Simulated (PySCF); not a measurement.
A run for PySCF: R-B3LYP/LANL2DZ on H3NSn (SMILES [NH2][SnH]), a point of a torsion scan.

```python
from pyscf import gto, scf, dft, mp
from pyscf.data.elements import chemcore

mol = gto.M(
    atom='''
    N    -0.67384269   -0.03379470   -0.06569989
    Sn    1.04646335   -1.06011003   -0.35022787
    H    -1.51490874   -0.41477846    0.34511216
    H    -0.85645623    0.93112826   -0.29919001
    H     1.87989783    0.39347165   -1.08851031
    ''',
    basis='lanl2dz',
    ecp={'Sn': 'lanl2dz'},
    charge=0, spin=0, verbose=3, max_memory=1800)
mf = dft.RKS(mol, xc='b3lyp')
mf.conv_tol = 1e-8
mf.max_cycle = 100
mf.kernel()
if not mf.converged:
    mf = mf.newton().run(mf.mo_coeff, mf.mo_occ)
```

Question: Give the final energy of this run.

Answer: -59.9278 hartree.
